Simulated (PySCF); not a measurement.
Si(Cl)2(OH)2 (Cl2H2O2Si), SMILES O[Si](O)(Cl)Cl.

The structure is a stationary point at PBE0-D3(BJ)/def2-SVP. One conformer was computed; it need not be the lowest.

Two levels are set side by side: PBE/def2-TZVP (PySCF) and r2SCAN/def2-TZVP (PySCF). Same geometry, gas phase. Differences are taken from unrounded values.

```csv
quantity,PBE
orbital gap (eV),6.88
highest occupied level (eV),-7.70
lowest empty level (eV),-0.81
dipole moment (D),1.92
mean polarisability (bohr³),53.2
```

Question: These are the PBE values. What does r2SCAN give? (Estimate from the structure and the level; the computed values follow.)

Answer: 
| quantity | r2SCAN | PBE minus r2SCAN |
|---|---|---|
| orbital gap (eV) | 7.88 | -1.00 |
| highest occupied level (eV) | -8.11 | 0.41 |
| lowest empty level (eV) | -0.23 | -0.58 |
| dipole moment (D) | 1.99 | -0.06 |
| mean polarisability (bohr³) | 51.4 | 1.9 |

Rough cost on one machine, each run with all the roots and properties that it gave: r2SCAN against PBE about 2 times.
